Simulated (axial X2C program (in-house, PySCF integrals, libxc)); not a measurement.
## What spin–orbit coupling does to BeB⁺

All values were computed with an in-house relativistic program for diatomic molecules. Spin-free means the one-electron spin-free X2C Hamiltonian; two-component (2c) means X2C with spin–orbit coupling and atomic mean-field two-electron Coulomb and Gaunt terms, so the difference of the two also holds small scalar two-electron terms. Basis: B dyall-v3z [7s6p2d1f], Be dyall-cv3z [8s8p3d1f] (cores contracted in-house); Gaussian nuclei, density fitting, unrestricted open shells. Masses: B 11.009 u, Be 9.012 u.

Spin-free state: M_S = 0, Λ = 0 (closed shell); fragments B+ + Be.

```
  level  Re (Å)  ωe (cm⁻¹)  De (eV)  μ (D)
   PBE0   2.210      474.5    2.176   3.06
     HF   2.275      421.2    1.298   3.39
    MP2   2.207      483.8    1.749    n/a
   CCSD   2.210      478.0    1.595    n/a
CCSD(T)   2.201      483.7    1.707    n/a
   PW91   2.202      471.7    2.429   2.86
```

Correlated methods: 4 electrons correlated (number of frozen shells: B 1 s; Be 1 s), 156 virtual spin orbitals or spinors in MP2, 74 natural virtuals in coupled cluster.

Dipoles are positive if Be is the positive end and refer to the centre of mass.

Two-component determinant lowest at the distance of the search:

Ω = 0 (closed shell); fragments B+ + Be for PBE0, MP2, CCSD, CCSD(T), PW91; B + Be+ for HF.

```
  level  Re (Å)  ωe (cm⁻¹)  De (eV)  μ (D)
   PBE0   2.210      474.5    2.176   3.06
     HF   2.275      421.2    1.271   3.39
    MP2   2.207      483.8    1.749    n/a
   CCSD   2.211      478.0    1.595    n/a
CCSD(T)   2.201      483.7    1.706    n/a
   PW91   2.202      471.6    2.428   2.86
```

(1) From the two tables, how do the constants change at the CCSD(T) level (2c against spin-free)?

One determinant describes the state; a PBE0 search over occupations chose it and may have missed a lower one. Closed shells are restricted here (equal orbitals for both partners); the stretched side of such a curve lies too high. De is counted from the lowest determinant-based energies of the atoms at the same level, without counterpoise correction. Coupled cluster ran in a truncated set of natural virtual spinors; the MP2 energy of the rest was added. (T) has no such correction and the atoms are truncated less, which lowers De at CCSD(T) by a hundredth of an eV or more. The T1 diagnostic is large, a sign of multireference character.

## Answers

(1) At the CCSD(T) level Re is unchanged within 0.001 Å and ωe doesn't move by more than 0.2 cm⁻¹; De changes by -0.001 eV.
